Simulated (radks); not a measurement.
Species: Hg III. Configuration: [Xe] 4f14 5d10.

All-electron calculation, non-relativistic Kohn-Sham, PBE, spin-polarised, spherical densities, point nucleus; relativity is left out, which matters for an element this heavy. Program: a radial shooting solver on a logarithmic mesh with Libxc functionals.

Energy parts (eV):
| part | energy |
|---|---|
| total | -501011.61 |
| kinetic | 500892.28 |
| electron-nucleus | -1191732.02 |
| Hartree | 199309.97 |
| exchange-correlation | -9481.84 |

Orbitals (lengths in bohr, moments of r in powers of bohr; r(max) is where P^2 peaks; r(90%) holds 90 % of the orbital's charge):
orbital,occ.,eigenvalue (eV),r(90%),<r>,r(max)
1s,2,-75037.51,0.0336,0.01892,0.01256
2s,2,-12576.29,0.122,0.07966,0.06824
2p,6,-12098.18,0.109,0.06730,0.05291
3s,2,-2974.159,0.293,0.2008,0.1863
3p,6,-2748.075,0.285,0.1912,0.1752
3d,10,-2326.240,0.258,0.1669,0.1375
4s,2,-650.6692,0.630,0.4411,0.4148
4p,6,-552.5571,0.643,0.4447,0.4137
4d,10,-371.9406,0.671,0.4515,0.4058
4f,14,-129.0381,0.750,0.4714,0.3615
5s,2,-110.6642,1.43,1.001,0.9151
5p,6,-79.0617,1.57,1.084,0.9682
5d,10,-29.5928,2.17,1.421,1.150

The highest occupied level is 5d at -29.593 eV. The density falls to 0.001 e/bohr^3 at r = 3.41 bohr. Summed over all electrons, <r^2> = 42.37 bohr^2, which gives a Langevin (diamagnetic) susceptibility term of -33.6 x 10^-6 cm^3/mol. The electron density at the nucleus is 3.676e+05 e/bohr^3. Virial ratio -V/T = 2.00024.
